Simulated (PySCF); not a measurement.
A species of formula C2H16Si5 has this rotational fingerprint, computed with PBE0/pcSseg-1 in PySCF (dipole) on a GFN2-xTB geometry, gas phase:

| Item | Value |
| --- | --- |
| Rotational constants | A = 831.6, B = 682.9, C = 585.7 MHz |
| Dipole components | \|μa\| = 0.07 D, \|μb\| = 0.10 D, \|μc\| = 0.26 D |
| Inertial defect | -484.90 u·Å² |
| κ | -0.21 |

Question: Which candidate fits, each taken in the one conformer that was computed?
A. `[CH3:1][SiH2:2][Si@@H:3]([CH2:4][SiH3:5])[SiH2:6][SiH3:7]` with C1–Si2–Si3–C4 -168°, Si2–Si3–C4–Si5 -173°, Si2–Si3–Si6–Si7 -79°
B. `[CH3:1][Si@@H:2]([SiH3:3])[Si@@H:4]([SiH3:5])[CH2:6][SiH3:7]` with C1–Si2–Si4–Si5 -48°, Si2–Si4–C6–Si7 171°
C. `[CH3:1][CH2:2][SiH2:3][Si@@H:4]([SiH3:5])[SiH2:6][SiH3:7]` with C1–C2–Si3–Si4 -178°, C2–Si3–Si4–Si5 -63°, Si3–Si4–Si6–Si7 63°
D. `[CH3:1][SiH2:2][SiH2:3][SiH2:4][SiH2:5][CH2:6][SiH3:7]` with C1–Si2–Si3–Si4 58°, Si2–Si3–Si4–Si5 61°, Si3–Si4–Si5–C6 -175°, Si4–Si5–C6–Si7 68°
E. `[CH3:1][SiH2:2][Si:3]([SiH3:4])([SiH3:5])[CH2:6][SiH3:7]` with C1–Si2–Si3–Si4 31°, Si2–Si3–C6–Si7 -68°
F. `[SiH3:1][CH2:2][SiH2:3][C:4]([SiH3:5])([SiH3:6])[SiH3:7]` with Si1–C2–Si3–C4 180°

Answer: E. It is C[SiH2][Si]([SiH3])([SiH3])C[SiH3], an asymmetric top, point group C1. The candidates at the same level (rigid rotor, commonest isotopes):

| SMILES | A (MHz) | B (MHz) | C (MHz) | μa (D) | μb (D) | μc (D) | Δ (u·Å²) | point group | rotor |
| --- | --- | --- | --- | --- | --- | --- | --- | --- | --- |
| C[SiH2][Si]([SiH3])([SiH3])C[SiH3] | 831.6 | 682.9 | 585.7 | 0.07 | 0.10 | 0.26 | -484.90 | C1 | asymmetric top |
| C[SiH2][Si@@H](C[SiH3])[SiH2][SiH3] | 911.3 | 635.7 | 435.7 | 0.55 | 0.14 | 0.10 | -189.77 | C1 | asymmetric top |
| CC[SiH2][Si@@H]([SiH3])[SiH2][SiH3] | 867.2 | 582.0 | 396.6 | 0.32 | 0.25 | 0.38 | -176.76 | C1 | asymmetric top |
| [SiH3]C[SiH2]C([SiH3])([SiH3])[SiH3] | 1449 | 500.8 | 496.9 | 0.01 | 0.50 | 0.00 | -340.71 | Cs | near-prolate asymmetric top |
| C[SiH2][SiH2][SiH2][SiH2]C[SiH3] | 1457 | 387.4 | 348.5 | 0.52 | 0.08 | 0.14 | -201.28 | C1 | near-prolate asymmetric top |
| C[Si@@H]([SiH3])[Si@@H]([SiH3])C[SiH3] | 1411 | 444.8 | 405.4 | 0.12 | 0.70 | 0.92 | -247.68 | C1 | near-prolate asymmetric top |

`C[SiH2][SiH2][SiH2][SiH2]C[SiH3]` has A 75 % too high; `C[SiH2][Si@@H](C[SiH3])[SiH2][SiH3]` has C 26 % too low; `C[Si@@H]([SiH3])[Si@@H]([SiH3])C[SiH3]` has A 70 % too high; `CC[SiH2][Si@@H]([SiH3])[SiH2][SiH3]` has C 32 % too low; `[SiH3]C[SiH2]C([SiH3])([SiH3])[SiH3]` has A 74 % too high. No structure here is proved a minimum.
